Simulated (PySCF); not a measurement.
The complex [CuF5]3- (charge -3) contains Cu(II), shell d9. The structure is a PBE0-D3(BJ)/def2-TZVP, IEF-PCM water geometry optimised for multiplicity 2; coordination square pyramidal, point group C2v, metal–donor distances 1.94–2.24 Å.

```
6

Cu    0.000    0.000    0.000
F     1.926    0.000   -0.276
F    -1.926    0.000   -0.276
F     0.000   -1.932   -0.216
F     0.000    1.932   -0.216
F     0.000    0.000    2.237
```

Method (PySCF 2.14, density fitting): CASSCF(9,5) with orbitals averaged over all microstates of the shell, strongly contracted NEVPT2 on the averaged canonical orbitals; basis x2c-TZVPall on the metal, x2c-SVPall elsewhere; spin-free X2C; IEF-PCM water; spin-orbit coupling by state interaction with the mean-field operator over all roots.

Problem. What is the ground state?

Solution. 2A1 (S = 1/2, orbital degeneracy 1), orbital occupations from the lowest 2.0 2.0 2.0 2.0 1.0, by NEVPT2.

Problem. Where do the spin-allowed transitions within the shell lie?

Solution. By NEVPT2: 2A2 at 9556 cm⁻¹ (1046 nm); 2A1 at 10674 cm⁻¹ (937 nm); 2B1 at 11928 cm⁻¹ (838 nm); 2B2 at 11992 cm⁻¹ (834 nm). The strongest, at 11992 cm⁻¹, has f = 2.0e-06.

Problem. Give the fitted ligand-field and repulsion parameters.

Solution. At NEVPT2 level: orbital energies 0, 63, 1318, 2436, 11992 cm⁻¹; ζ = 807 cm⁻¹ (free ion 818).

Problem. What magnetic behaviour follows?

Solution. The ground doublet has g = 2.097, 2.106, 2.601. μeff is 2.03 μB at 300 K and 1.98 μB at 10 K; the spin-only value is 1.73 μB.

NEVPT2 lifts 2A2 from 7000 to 9556 cm⁻¹; on the d shell alone such lifts tend to overshoot.

The job took 4.7 s on one thread of Arm Neoverse V2 (shared host), with 118 basis functions and a peak of 0.58 GiB, launched as `OMP_NUM_THREADS=1 python lf_run.py task.json out`.
